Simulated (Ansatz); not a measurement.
Basis-set extrapolation for `[SiH3]SC1CO1` (PBE0-D4/def2-TZVP geometry, frozen core, the Gaussian-basis code of Ansatz). Multiplicity 1, RHF reference.

```tsv
	def2-TZVPP	def2-QZVPP
HF	-840.603789	-840.631155
MP2 correlation	-0.867440	-0.932474
CCSD(T) correlation	-0.954271	not run
```

Energies in hartree. Use E(X) = E(∞) + A·exp(−7.88·√X) for Hartree–Fock and E(X) = E(∞) + B·X^(−2.97) for correlation, with X = 3 and 4, and add CCSD(T) minus MP2 of the smaller set to the MP2 limit.

Q: What is the CCSD(T) energy at the basis-set limit?

A: HF limit: -840.631155 + (-0.027366) × 0.13774 = -840.63492. MP2 limit: -0.932474 + (-0.065034) × 0.74074 = -0.98065. Higher-order term: -0.954271 − (-0.867440) = -0.08683. Total: -841.70240 hartree, 90.6 kcal/mol below CCSD(T)/def2-TZVPP.
